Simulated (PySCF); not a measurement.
C3H10Si3, SMILES C(=C)C1[SiH2][SiH2][SiH2]1.

Geometry: B3LYP-D3(BJ)/def2-SVP. The structure was generated by enumeration, and PubChem lists no compound with its InChIKey, so it may never have been made. One conformer was computed; it need not be the lowest.

Computed with PBE0/def2-TZVP run with PySCF.

The molecule is in vacuum.

Computed frontier levels, gap, dipole moment:
```json
{
  "highest_occupied_level": "-6.83 eV",
  "lowest_empty_level": "-0.56 eV",
  "orbital_gap": "6.27 eV",
  "dipole_moment": "0.35 D",
  "quadrupole, principal values (traceless, Buckingham form, about the centre of nuclear charge)": "-2.91, 0.05, 2.86 D·Å"
}
```
